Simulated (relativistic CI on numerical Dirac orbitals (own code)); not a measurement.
One change at a time: Sc XIX

Base calculation: Dirac-Coulomb-Breit CI, orbitals from a KLI potential per configuration, model QED (radiative potential, 1s self-energy scaled to tabulated hydrogen-like ionisation energies), unscaled Slater integrals.

Configuration list (outside the closed core 1s2): 2s, 2p, 3s, 3p, 3d, 4s, 4p, 4d, 4f, 5s, 5p, 5d, 5f, 5g. Levels of other configurations are missing.

Variants: (1) valence Slater integrals scaled by 0.9; (2) configuration mixing switched off; (3) non-relativistic limit. Shifts of the energy above 2s ²S1/2, in eV, for the lowest level and the first level of each name with at least 55 % of one term (blank where a level changes its place among those of its configuration and J or its character, or is not in the variant):

```tsv
Level	Base	Δ(1)	Δ(2)	Δ(3)
2s ²S1/2	0.00	0.00	0.00	0.00
2p ²P°1/2	38.17	0.00	0.00	-0.98
2p ²P°3/2	44.44	0.00	0.00	-7.24
3s ²S1/2	724.64	0.00	0.00	-5.49
3p ²P°1/2	735.22	0.00	0.00	-5.75
3p ²P°3/2	737.06	0.00	0.00	-7.59
3d ²D3/2	741.00	0.00	0.00	-7.53
3d ²D5/2	741.58	0.00	0.00	-8.12
4s ²S1/2	973.47	0.00	0.00	-7.09
4p ²P°1/2	977.83	0.00	0.00	-7.19
4p ²P°3/2	978.61	0.00	0.00	-7.97
4d ²D3/2	980.24	0.00	0.00	-7.95
4d ²D5/2	980.49	0.00	0.00	-8.19
4f ²F°5/2	980.57	0.00	0.00	-8.19
4f ²F°7/2	980.69	0.00	0.00	-8.31
5s ²S1/2	1087.55	0.00	0.00	-7.71
5p ²P°1/2	1089.76	0.00	0.00	-7.76
5p ²P°3/2	1090.15	0.00	0.00	-8.15
5d ²D3/2	1090.98	0.00	0.00	-8.14
5d ²D5/2	1091.11	0.00	0.00	-8.27
5f ²F°5/2	1091.16	0.00	0.00	-8.27
5f ²F°7/2	1091.22	0.00	0.00	-8.33
```

At this charge energies of transitions that change n are usually good to better than 1 %, and those within a shell (Δn = 0) to a few per cent.

Ionisation energy from the two ground configurations alone: base 1287.76 eV. The NIST ASD value (theoretical) is 1287.96 eV.
